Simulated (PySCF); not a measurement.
How methods differ on the excitation energy of Cr

Cr [Ar] 3d5 4s1 (7S) → Cr [Ar] 3d4 4s2 (5D), as a difference of total energies. Computed with PySCF 2.14 in def2-QZVPPD (11s6p5d3f2g, 93 functions), with no relativity, point nucleus. Correlated levels: valence and next inner shell: [Ne] frozen. The calculations carry no spin-orbit coupling.

```tsv
method	excitation energy (eV)	difference from reference (eV)
UHF	1.058	+0.055
MP2 (valence and next inner shell)	1.691	+0.688
SCS-MP2 (valence and next inner shell)	0.811	-0.192
CCSD (valence and next inner shell)	1.175	+0.172
CCSD(T) (valence and next inner shell)	1.150	+0.147
```

Reference: 1.003 eV (measured; NIST levels, between the centres of gravity of the two terms).

These non-relativistic numbers lack the scalar-relativistic shift.

Errors of the correlated levels include the incompleteness of this basis and the frozen core.
